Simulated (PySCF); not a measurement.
**Stationary points of As(OH)₂**

These are results of PBE0 in PySCF with As def2-TZVP, O def2-TZVP, H def2-TZVP; no relativity; density-fitted integrals, not measurements.

Relaxations began from a few typed shapes; open shells are unrestricted. The search is not exhaustive: other isomers or separated fragments can lie lower, and high-lying points may rest on an excited occupation.

```
   spin  group                                bonds                             angles  imaginary modes (cm⁻¹)  ΔE (kJ/mol)  ΔE with ZPE (kJ/mol)
doublet     C2  As–O 1.785 Å (×2), O–H 0.964 Å (×2)   As–O–H 111.4° (×2), O–As–O 99.7°                    none          0.0                   0.0
doublet    C2h  As–O 1.869 Å (×2), O–H 0.966 Å (×2)  As–O–H 120.3° (×2), O–As–O 180.0°              296i, 180i        218.9                     –
```

The lowest minimum found is the doublet C2: As–O 1.785 Å (×2), O–H 0.964 Å (×2); As–O–H 111.4° (×2), O–As–O 99.7°.
